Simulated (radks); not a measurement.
Trend from Sc2+ to Zn2+: ionisation energy by Delta-SCF between NIST ground configurations, and size. Method: Dirac Kohn-Sham, PBE, spin-unpolarised, spherical densities, finite nucleus; open shells fill j = l - 1/2 first; Fermi nuclear charge, rms radius of each element as measured or else 0.836 A^(1/3) + 0.57 fm; computed with a radial shooting solver on a logarithmic mesh with Libxc functionals.

species	configuration	IE (eV)	NIST (eV)	kind	-e(HOMO) (eV)
Sc2+	[Ar] 3d1	24.891	24.757	exp.	17.928 (3d3/2)
Ti2+	[Ar] 3d2	26.971	27.492	exp.	19.698 (3d3/2)
V2+	[Ar] 3d3	28.923	29.311	exp.	21.336 (3d3/2)
Cr2+	[Ar] 3d4	30.777	30.96	exp.	22.876 (3d3/2)
Mn2+	[Ar] 3d5	32.427	33.67	exp.	24.234 (3d5/2)
Fe2+	[Ar] 3d6	34.119	30.65	exp.	25.622 (3d5/2)
Co2+	[Ar] 3d7	35.753	33.5	semi-emp.	26.957 (3d5/2)
Ni2+	[Ar] 3d8	37.337	35.19	exp.	28.246 (3d5/2)
Cu2+	[Ar] 3d9	38.876	36.84	exp.	29.495 (3d5/2)
Zn2+	[Ar] 3d10	40.376	39.723	exp.	30.709 (3d5/2)

Reference values: NIST Atomic Spectra Database (exp. = measured, semi-emp. = semi-empirical, theory = theoretical value adopted there). Spin polarisation and multiplet splitting are left out, so open shells lie too high by an amount that depends on their filling.

Beside tabulated values, note that spin-unpolarised runs miss the spin-polarisation part of the exchange energy of open shells.
